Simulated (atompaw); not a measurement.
## Before and after: PAW (atompaw) potential for bismuth (Bi)

* Element: Bi
* Generator: atompaw 4.2.0.5
* Type: PAW
* Functional: PBE
* Relativity: scalar-relativistic
* Frozen core: [Kr] 4d10 4f14
* Valence charge: 23
* Reference configuration: 5s2 5p6 5d10 6s2 6p2 (charge +1)
* Partial waves: 5s (bound): rc 1.30 bohr; 6s (bound): rc 1.50 bohr; 5p (bound): rc 1.45 bohr; 6p (bound): rc 1.50 bohr; 5d (bound): rc 1.50 bohr; 5d channel at -2.3 Ry: rc 1.50 bohr; 5f channel at 0.3 Ry: rc 1.50 bohr
* Local potential: ultrasoft scheme with l = 4 at 0.5 Ry, radius 1.10 bohr
* Core correction: smooth core density matched at 1.10 bohr
* Augmentation charge: sinc compensation charge, radius 1.30 bohr; PAW radius 1.50 bohr; waves and projectors: custom polynom2 7 10 vanderbiltortho

Change: local potential troulliermartins scheme with l = 4 at 0.5 Ry, radius 1.10 bohr.

Cutoffs: the cutoffs (Ry, on a coarse ladder) from which the occupation-weighted sum of valence levels, in a spherical-Bessel basis at the reference potential, stays within 10 and 1 mRy of its value at 400 Ry; they do not see the model core or the augmentation charge, which bear on the density cutoff.

Question: What does the change do?

Answer: A bound ghost appears in s, which as a rule spoils a file; the range in which the s phases agree widens (upper end 0.2 → at the end of the scan). A state that the projectors do not describe sees the local part alone, so a deeper or shallower local part can create or remove a ghost.

```tsv
quantity	base	changed
cutoff, loose	260 Ry	260 Ry
cutoff, tight	over 300 Ry	over 300 Ry
bound ghosts	none	s
s: phases at 1.50 bohr within 0.05 rad from the reference energy up to (Ry; the scan ends near 5)	0.2	to the end of the scan
p: phases at 1.50 bohr within 0.05 rad from the reference energy up to (Ry; the scan ends near 5)	3.1	2.5
d: phases at 1.50 bohr within 0.05 rad from the reference energy up to (Ry; the scan ends near 5)	to the end of the scan	to the end of the scan
f: phases at 1.50 bohr within 0.05 rad from the reference energy up to (Ry; the scan ends near 5)	0.7	0.6
lowest overlap eigenvalue by channel	s 0.63, p 0.77, d 0.90, f 1.00	s 0.59, p 0.77, d 0.90, f 1.00
```

 A true bound ghost makes a file unfit for plane-wave use even where its test errors are small: the radial tests pick states by their node count and pass the ghost by. The cutoffs see the waves, projectors and local potential, not the compensation charge or the core.
